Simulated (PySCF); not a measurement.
**Broadened absorption spectrum of C6H7NS**

Compound: C₆H₇NS.
SMILES: `C=CCc1cnsc1`

The calculation used TDDFT CAM-B3LYP/def2-SVPD, vertical, gas phase, core orbitals frozen in the response (PySCF 2.14.0, density-fitted response routines). Isolated species at its PBE0-D3(BJ)/def2-SVP geometry (one conformer only). Torsions of this conformer, `[CH2:1]=[CH:2][CH2:3][c:4]1[cH:5][n:6][s:7][cH:8]1`: C1–C2–C3–C4 119°, C2–C3–C4–C5 -54°.

Broadening: Gaussians 0.3 eV wide at half height, area fixed by f = 4.319×10⁻⁹ ∫ε dν̃. The width is an assumption, not a result. The curve ends short of the highest state used, and states not computed would add to its high-energy end.

```csv
E (eV),ε (L mol⁻¹ cm⁻¹)
5.07,33
5.10,73
5.13,154
5.15,247
5.18,475
5.21,867
5.24,1497
5.27,2444
5.29,3286
5.32,4892
5.35,6891
5.38,9185
5.41,11584
5.43,13113
5.46,15085
5.49,16424
5.52,16928
5.55,16520
5.57,15771
5.60,14065
5.63,11892
5.66,9541
5.69,7272
5.71,5901
5.74,4145
5.77,2782
5.80,1794
5.83,1124
5.85,820
5.88,532
5.91,404
5.94,404
5.97,522
5.99,665
6.02,978
6.05,1407
6.08,1938
6.11,2535
6.13,2943
6.16,3517
6.19,3978
6.22,4256
6.25,4309
6.27,4214
```

**Question.** Locate the maxima and give the states behind the curve.

**Answer.** 225 nm (5.52 eV), ε about 17000, made up of S1 (99%); 199 nm (6.24 eV), ε about 4300, made up of S4 (100%) (ε in L mol⁻¹ cm⁻¹; maxima over ε = 5, shares over 10%). The states used: S1 5.52 eV (f 0.187); S2 5.71 eV (f 0.0040); S3 6.13 eV (f 0.0001); S4 6.24 eV (f 0.048); S5 6.82 eV (f 0.102); S6 6.87 eV (f 0.018).

**Question.** Coming from long wavelengths, where does ε first pass 100 L mol⁻¹ cm⁻¹?

**Answer.** At about 242 nm (5.11 eV), 0.41 eV below S1.

**Question.** What would ε be at 5.52 eV, the highest of these maxima, with half the width (0.15 eV)?

**Answer.** About 33600 L mol⁻¹ cm⁻¹ against 16900, a factor of about 1.99; a lone state at its own centre would give exactly 2.

**Question.** On this curve, what absorbance would a 10⁻⁵ mol/L sample give at 222 nm over a 1 cm path?

**Answer.** 222 nm is 5.585 eV, where ε is about 15000 L mol⁻¹ cm⁻¹, so A = ε c l ≈ 0.15 (Beer–Lambert, with the gas-phase spectrum and the assumed width).
